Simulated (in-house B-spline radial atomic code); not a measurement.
RPA and G0W0 on CAM-B3LYP: the zirconium ion Zr⁴⁺

Configuration [Ar] 3d10 4s2 4p6, mean-field start CAM-B3LYP. Computed with an all-electron radial atomic-structure program (B-spline basis): all electrons, non-relativistic, point nucleus, each spin shell either full or empty, empty states to l = 9 with an (l + 1/2)⁻⁴ tail; G0W0 by contour deformation at full frequency.

Without relativity these are model numbers: it shifts the levels of so heavy an element strongly and can reorder them.

Command:
```bash
python run_gw.py task.json out
```
Settings (radii: box in bohr, nucleus in fm):
```
Z                        40
electrons                36
configuration            [Ar] 3d10 4s2 4p6
hamiltonian              nr
method                   camb3lyp
lmax                     9
spin_polarised           False
box_radius               11.96
intervals                51
```

Cost of the run: 1.3 s on 1 thread of AMD EPYC 7R13 Processor (shared host).

Energies (hartree):

```tsv
term	value
mean-field total	-3538.24003
Hartree-Fock functional on these orbitals	-3536.27863
direct second order	-2.9445
second-order exchange	0.84255
SOSEX correction	0.78802
```

Question: What is the RPA correlation energy, and what remains with SOSEX?

Answer: RPA gives -2.6233 hartree (-1.98 eV per electron); RPA + SOSEX gives -1.8353, and the second-order doubles -2.102 hartree (no singles). SOSEX takes back 30 % of the RPA value.

Quasi-particle levels (eV):

```
level  occupied  mean field  Σx - vxc     Σc  QP weight    G0W0
   4p       yes      -76.26     -3.94      ?          ?       ?
   4d        no      -37.90      4.71  -1.95      0.971  -35.14
```

G0W0 = mean field + (Σx - vxc) + Σc, with Σc (partial-wave tail included) taken at the quasi-particle energy. Only the outer levels were computed. Levels of low weight are left out.

Question: Where does G0W0 put 4p?

Answer: At -80.88 eV, with Σc = -0.67 eV and a quasi-particle weight of 0.958. The tabulated removal energy is 80.348 ± 0.007 eV (NIST, semi-empirical); the calculation leaves out relativity, Breit and QED terms, and what these don't explain is the method's own error.
